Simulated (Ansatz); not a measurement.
Ansatz (an electronic-structure program) input (B3LYP-D3(BJ)/def2-TZVP):

Ansatz 0.2 input:
```yaml
crystal:
  periodic: [false, false, false]
  atoms:
    - {symbol: Tl, position_ang: [-0.79754606, -0.72673499, -0.71991833]}
    - {symbol: Cl, position_ang: [0.81190745, 0.71525368, 0.72051302]}
basis:
  gaussian:
    orbitals: def2-TZVP
hamiltonian:
  xc: b3lyp
  dispersion: d3bj
total_charge: 1
magnetization: {spin_polarized: true, initial_magnetization: 1}
relax: {f_tol: 0.002, max_steps: 150}
```

End of the output:

```
the calculation of the forces begins
reference -17212.10708492 eV, -632.5332685857 hartree; 19, 18 occupied and 68, 69 virtual orbitals, 709 factors
relax step   2: F+E_penalty+E_count = -17212.18838283 eV  Δ(F+E_penalty+E_count) = -8.110e-4 eV  max|allowed force component| = 3.614e-2 eV/Å  Δτ_max = 0.0059 Å  (51 SCF iters, accepted)
these checks for a lower state are left out or cut short: starts, cluster_reference, orbital_swaps, neighbouring_geometries, increment
integrals: 0.02 GiB planned
709 factors; their error is unknown
mean field: 0.31 GiB planned
mean field -17212.10809509 eV, -632.5333057085 hartree, gradient 2.9e-6 eV, S^2 0.755895; 0 other end points of the search recorded, 0 dependent functions left out
the calculation of the forces begins
reference -17212.10829136 eV, -632.5333129216 hartree; 19, 18 occupied and 68, 69 virtual orbitals, 709 factors
relax step   3: F+E_penalty+E_count = -17212.18942343 eV  Δ(F+E_penalty+E_count) = -1.041e-3 eV  max|allowed force component| = 3.295e-3 eV/Å  Δτ_max = 0.0170 Å  (50 SCF iters, accepted)
these checks for a lower state are left out or cut short: starts, cluster_reference, orbital_swaps, neighbouring_geometries, increment
integrals: 0.02 GiB planned
709 factors; their error is unknown
mean field: 0.31 GiB planned
mean field -17212.10812464 eV, -632.5333067946 hartree, gradient 2.2e-6 eV, S^2 0.755878; 0 other end points of the search recorded, 0 dependent functions left out
the calculation of the forces begins
reference -17212.10832099 eV, -632.5333140103 hartree; 19, 18 occupied and 68, 69 virtual orbitals, 709 factors
relax step   4: F+E_penalty+E_count = -17212.18943397 eV  Δ(F+E_penalty+E_count) = -1.054e-5 eV  max|allowed force component| = 1.993e-4 eV/Å  Δτ_max = 0.0019 Å  (51 SCF iters, accepted)
integrals: 0.02 GiB planned
709 factors; their error is unknown
mean field: 0.31 GiB planned
mean field evaluation 64: about -17212.0379 eV, gradient 5.9e-2 eV
mean field -17212.10812464 eV, -632.5333067946 hartree, gradient 2.2e-6 eV, S^2 0.755878; 2 other end points of the search recorded, 0 dependent functions left out
the calculation of the forces begins
reference -17212.10832099 eV, -632.5333140103 hartree; 19, 18 occupied and 68, 69 virtual orbitals, 709 factors
Total energy: -17212.18963032 eV, -632.5363020730 hartree
Atom 0 at    -0.812883    -0.740476    -0.733644 Å, force    -0.000199    -0.000179    -0.000178 eV/Å
Atom 1 at     0.827244     0.728995     0.734239 Å, force     0.000199     0.000179     0.000178 eV/Å
Dipole moment:    -0.184956    -0.165711    -0.165533 e Å
```
